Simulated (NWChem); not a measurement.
The numbers come from NWChem runs, not from measurements. System: Se$_{2}$, charge 1, spin multiplicity 2, at the geometry of a parent with another charge or spin, in a state set for the comparison that need not be this species' ground state. Its SCF solution wasn't tested for a lower state. Level: UHF/def2-TZVP.

Output (cleaned and shortened):

```
             Northwest Computational Chemistry Package (NWChem) 7.3.0
             --------------------------------------------------------

                                NWChem Input Module
                                -------------------

 Scaling coordinates for geometry "geometry" by  1.889725989
 (inverse scale =  0.529177249)

 Turning off AUTOSYM since
 SYMMETRY directive was detected!

                             Geometry "geometry" -> ""
                             -------------------------

 Output coordinates in angstroms (scale by  1.889725989 to convert to a.u.)

  No.       Tag          Charge          X              Y              Z
 ---- ---------------- ---------- -------------- -------------- --------------
    1 Se                  34.0000     0.00000000     0.00000000     1.09971800
    2 Se                  34.0000     0.00000000     0.00000000    -1.09971800

 Effective nuclear repulsion energy (a.u.)     278.1298932288

            Nuclear Dipole moment (a.u.)
            ----------------------------
        X                 Y               Z
 ---------------- ---------------- ----------------
     0.0000000000     0.0000000000     0.0000000000

      Symmetry information
      --------------------

 Group name             D2h
 Group number             26
 Group order               8
 No. of unique centers     1

      Symmetry unique atoms

     1


 Summary of "ao basis" -> "" (spherical)
 ------------------------------------------------------------------------------
       Tag                 Description            Shells   Functions and Types
 ---------------- ------------------------------  ------  ---------------------
 *                         def2-tzvp                  on all atoms

 Summary of "ao basis" -> "ao basis" (spherical)
 ------------------------------------------------------------------------------
       Tag                 Description            Shells   Functions and Types
 ---------------- ------------------------------  ------  ---------------------
 Se                        def2-tzvp                16       48   6s5p4d1f

                                 NWChem SCF Module
                                 -----------------

  ao basis        = "ao basis"
  functions       =    96
  atoms           =     2
  alpha electrons =    34
  beta  electrons =    33
  charge          =   1.00
  wavefunction    = UHF
  use symmetry    = T
  symmetry adapt  = T

 Summary of "ao basis" -> "ao basis" (spherical)
 ------------------------------------------------------------------------------
       Tag                 Description            Shells   Functions and Types
 ---------------- ------------------------------  ------  ---------------------
 Se                        def2-tzvp                16       48   6s5p4d1f

      Symmetry analysis of basis
      --------------------------

        ag         21
        au          5
        b1g         5
        b1u        21
        b2g        11
        b2u        11
        b3g        11
        b3u        11

 Forming initial guess at       0.2s

   Symmetry analysis of molecular orbitals - initial alpha
   -------------------------------------------------------

  Numbering of irreducible representations:

     1 ag          2 au          3 b1g         4 b1u         5 b2g
     6 b2u         7 b3g         8 b3u

  Orbital symmetries:

     1 b1u         2 ag          3 b1u         4 ag          5 b2g
     6 b3u         7 b1u         8 ag          9 b3g        10 b2u
    11 ag         12 b1u        13 b3u        14 b2g        15 ag
    16 b1u        17 b2u        18 b3g        19 ag         20 b3u
    21 b1u        22 b2g        23 b1g        24 au         25 ag
    26 b2u        27 b3g        28 b1u        29 ag         30 b1u
    31 ag         32 b2u        33 b3u        34 b3g        35 b2g
    36 b1u        37 ag         38 b2u        39 b3u        40 b1g
    41 ag         42 b1u        43 b3u        44 b2u

   Symmetry analysis of molecular orbitals - initial beta
   ------------------------------------------------------

  Numbering of irreducible representations:

     1 ag          2 au          3 b1g         4 b1u         5 b2g
[...]
    21      0.643794  1 Se pz                69      0.643794  2 Se pz
     6     -0.532344  1 Se s                 54      0.532344  2 Se s
    18      0.367408  1 Se pz                66      0.367408  2 Se pz
    12     -0.209020  1 Se pz                60     -0.209020  2 Se pz
    15      0.189322  1 Se pz                63      0.189322  2 Se pz

 Vector   37  Occ=0.000000D+00  E= 5.896400D-02  Symmetry=ag
              MO Center=  1.4D-14, -1.9D-14,  3.6D-13, r^2= 5.8D+00
   Bfn.  Coefficient  Atom+Function         Bfn.  Coefficient  Atom+Function
  ----- ------------  ---------------      ----- ------------  ---------------
    21      0.781369  1 Se pz                69     -0.781369  2 Se pz
    18     -0.476719  1 Se pz                66      0.476719  2 Se pz
    39      0.308148  1 Se d  0              87      0.308148  2 Se d  0
     5      0.205734  1 Se s                 53      0.205734  2 Se s

                     UHF Final Beta Molecular Orbital Analysis
                     -----------------------------------------

 Vector   31  Occ=1.000000D+00  E=-7.156170D-01  Symmetry=ag
              MO Center=  1.6D-16,  1.6D-15,  8.5D-15, r^2= 3.1D+00
   Bfn.  Coefficient  Atom+Function         Bfn.  Coefficient  Atom+Function
  ----- ------------  ---------------      ----- ------------  ---------------
    18      0.384484  1 Se pz                66     -0.384484  2 Se pz
    12     -0.241359  1 Se pz                60      0.241359  2 Se pz
    15      0.204495  1 Se pz                63     -0.204495  2 Se pz
     6      0.194452  1 Se s                 54      0.194452  2 Se s
     5      0.170802  1 Se s                 53      0.170802  2 Se s

 Vector   32  Occ=1.000000D+00  E=-6.472659D-01  Symmetry=b3u
              MO Center= -2.0D-15, -2.6D-15,  7.0D-15, r^2= 2.4D+00
   Bfn.  Coefficient  Atom+Function         Bfn.  Coefficient  Atom+Function
  ----- ------------  ---------------      ----- ------------  ---------------
    16      0.380993  1 Se px                64      0.380993  2 Se px
    10     -0.221356  1 Se px                58     -0.221356  2 Se px
    13      0.180578  1 Se px                61      0.180578  2 Se px
    19      0.160902  1 Se px                67      0.160902  2 Se px

 Vector   33  Occ=1.000000D+00  E=-6.167327D-01  Symmetry=b2u
              MO Center=  8.1D-14,  2.1D-15,  9.0D-15, r^2= 2.4D+00
   Bfn.  Coefficient  Atom+Function         Bfn.  Coefficient  Atom+Function
  ----- ------------  ---------------      ----- ------------  ---------------
    17      0.367017  1 Se py                65      0.367017  2 Se py
    11     -0.217104  1 Se py                59     -0.217104  2 Se py
    14      0.177330  1 Se py                62      0.177330  2 Se py
    20      0.172921  1 Se py                68      0.172921  2 Se py

 Vector   34  Occ=0.000000D+00  E=-3.016052D-01  Symmetry=b2g
              MO Center= -3.0D-17,  5.4D-15,  1.2D-15, r^2= 3.4D+00
   Bfn.  Coefficient  Atom+Function         Bfn.  Coefficient  Atom+Function
  ----- ------------  ---------------      ----- ------------  ---------------
    16      0.396171  1 Se px                64     -0.396171  2 Se px
    19      0.327943  1 Se px                67     -0.327943  2 Se px
    10     -0.236861  1 Se px                58      0.236861  2 Se px
    13      0.205078  1 Se px                61     -0.205078  2 Se px

 Vector   35  Occ=0.000000D+00  E=-2.639202D-01  Symmetry=b3g
              MO Center= -6.9D-15,  1.4D-18, -1.0D-15, r^2= 3.5D+00
   Bfn.  Coefficient  Atom+Function         Bfn.  Coefficient  Atom+Function
  ----- ------------  ---------------      ----- ------------  ---------------
    17      0.374810  1 Se py                65     -0.374810  2 Se py
    20      0.362586  1 Se py                68     -0.362586  2 Se py
    11     -0.232803  1 Se py                59      0.232803  2 Se py
    14      0.204008  1 Se py                62     -0.204008  2 Se py

 Vector   36  Occ=0.000000D+00  E=-1.360645D-01  Symmetry=b1u
              MO Center=  6.2D-17,  2.6D-17,  1.3D-14, r^2= 4.8D+00
   Bfn.  Coefficient  Atom+Function         Bfn.  Coefficient  Atom+Function
  ----- ------------  ---------------      ----- ------------  ---------------
    21      0.669785  1 Se pz                69      0.669785  2 Se pz
     6     -0.570114  1 Se s                 54      0.570114  2 Se s
    18      0.355209  1 Se pz                66      0.355209  2 Se pz
    12     -0.204376  1 Se pz                60     -0.204376  2 Se pz
    15      0.185800  1 Se pz                63      0.185800  2 Se pz

 center of mass
 --------------
 x =   0.00000000 y =   0.00000000 z =   0.00000000

 moments of inertia (a.u.)
 ------------------
         681.660385425285           0.000000000000           0.000000000000
           0.000000000000         681.660385425285           0.000000000000
           0.000000000000           0.000000000000           0.000000000000

  Mulliken analysis of the total density
  --------------------------------------

    Atom       Charge   Shell Charges
 -----------   ------   -------------------------------------------------------
    1 Se  34    33.50   2.00  2.00  1.17  0.77  1.09  0.89  6.00  5.93  0.84  2.05  0.63  8.97  1.03  0.02  0.09  0.01
    2 Se  34    33.50   2.00  2.00  1.17  0.77  1.09  0.89  6.00  5.93  0.84  2.05  0.63  8.97  1.03  0.02  0.09  0.01

  Mulliken analysis of the alpha density
  --------------------------------------

    Atom       Charge   Shell Charges
 -----------   ------   -------------------------------------------------------
    1 Se  34    17.00   1.00  1.00  0.58  0.38  0.55  0.44  3.00  2.97  0.49  1.19  0.33  4.48  0.52  0.01  0.04  0.00
    2 Se  34    17.00   1.00  1.00  0.58  0.38  0.55  0.44  3.00  2.97  0.49  1.19  0.33  4.48  0.52  0.01  0.04  0.00

   Mulliken analysis of the beta density
   -------------------------------------

    Atom       Charge   Shell Charges
 -----------   ------   -------------------------------------------------------
    1 Se  34    16.50   1.00  1.00  0.58  0.39  0.54  0.45  3.00  2.96  0.35  0.86  0.29  4.49  0.52  0.01  0.05  0.01
    2 Se  34    16.50   1.00  1.00  0.58  0.39  0.54  0.45  3.00  2.96  0.35  0.86  0.29  4.49  0.52  0.01  0.05  0.01

   Mulliken analysis of the spin density
   -------------------------------------

    Atom       Charge   Shell Charges
 -----------   ------   -------------------------------------------------------
    1 Se  34     0.50  -0.00  0.00  0.00 -0.00  0.01 -0.01  0.00  0.00  0.14  0.32  0.04 -0.01  0.00  0.00 -0.01 -0.00
    2 Se  34     0.50  -0.00  0.00  0.00 -0.00  0.01 -0.01  0.00  0.00  0.14  0.32  0.04 -0.01  0.00  0.00 -0.01 -0.00

       Multipole analysis of the density wrt the origin
       ------------------------------------------------

     L   x y z        total         alpha         beta         nuclear
     -   - - -        -----         -----         ----         -------
     0   0 0 0      1.000000    -34.000000    -33.000000     68.000000

     1   1 0 0     -0.000000      0.000000     -0.000000      0.000000
     1   0 1 0      0.000000      0.000000      0.000000      0.000000
     1   0 0 1     -0.000000     -0.000000     -0.000000      0.000000

     2   2 0 0    -23.040316    -11.888015    -11.152301      0.000000
     2   1 1 0     -0.000000     -0.000000     -0.000000      0.000000
     2   1 0 1      0.000000      0.000000      0.000000      0.000000
     2   0 2 0    -25.040396    -14.108362    -10.932034      0.000000
     2   0 1 1     -0.000000      0.000000     -0.000000      0.000000
     2   0 0 2    -15.720532   -158.091632   -151.305439    293.676538

 Task  times  cpu:        4.7s     wall:        4.7s

 Total times  cpu:        4.8s     wall:        4.8s
```

Problem. Write an NWChem input that would produce this output.

Solution. One answer among several that fit: 
```
start mol
memory heap 200 mb stack 900 mb global 1100 mb
charge 1
geometry units angstroms nocenter noautoz
  Se     0.000000     0.000000     1.099718
  Se     0.000000     0.000000    -1.099718
  symmetry group D2h
end
basis spherical
  * library def2-tzvp
end
scf
  uhf
  nopen 1
  maxiter 100
  thresh 1e-7
  semidirect memsize 60000000 filesize 0
  # guess.movecs holds the orbitals of an unrestricted PBE0 run
  vectors input guess.movecs output mol.movecs
end
task scf energy
```
